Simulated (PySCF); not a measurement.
CdGeH4, SMILES [GeH3][CdH]. Atoms are numbered in the order given.

```xyz
6

Cd     0.0000     0.0000    -1.0611
H      0.0000     0.0000    -2.7525
Ge     0.0000     0.0000     1.4834
H      1.2351    -0.7131     2.0724
H      0.0000     1.4261     2.0724
H     -1.2351    -0.7131     2.0724
```

Geometry: PBE0-D3(BJ)/def2-TZVP. The def2 effective core potentials stand for the cores of Cd; spin–orbit coupling is left out.

These are PBE0/def2-TZVPD in PySCF values and carry that method's errors.

Symmetry labels are those of the subgroup Cs that the program uses (full group C3v).

Problem. List the valence orbital energies around the gap with their symmetry. (The exact figures need the calculation; the answer reports its results.)

Solution. 
```csv
orbital,symmetry,energy (eV)
HOMO−7,A',-15.04
HOMO−6,A',-14.97
HOMO−5,A",-14.97
HOMO−4,A',-14.64
HOMO−3,A',-9.29
HOMO−2,A",-9.29
HOMO−1,A',-9.17
HOMO,A',-7.15
LUMO,A',-1.04
LUMO+1,A",-1.04
LUMO+2,A',-0.28
LUMO+3,A',1.09
```
